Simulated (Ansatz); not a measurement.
Basis-set extrapolation for `F[SiH](F)O[SiH2]` radical (PBE0-D4/def2-TZVP geometry, frozen core, the Gaussian-basis code of Ansatz). Multiplicity 2, UHF reference.

```csv
,def2-TZVPP,def2-QZVPP
HF,-853.713624,-853.746756
MP2 correlation,-0.943108,-1.028732
CCSD(T) correlation,-0.997965,not run
```

Energies in hartree. Use E(X) = E(∞) + A·exp(−7.88·√X) for Hartree–Fock and E(X) = E(∞) + B·X^(−2.97) for correlation, with X = 3 and 4, and add CCSD(T) minus MP2 of the smaller set to the MP2 limit.

Task: What is the CCSD(T) energy at the basis-set limit?

Result: HF limit: -853.746756 + (-0.033132) × 0.13774 = -853.75132. MP2 limit: -1.028732 + (-0.085624) × 0.74074 = -1.09216. Higher-order term: -0.997965 − (-0.943108) = -0.05486. Total: -854.89834 hartree, 117.2 kcal/mol below CCSD(T)/def2-TZVPP.
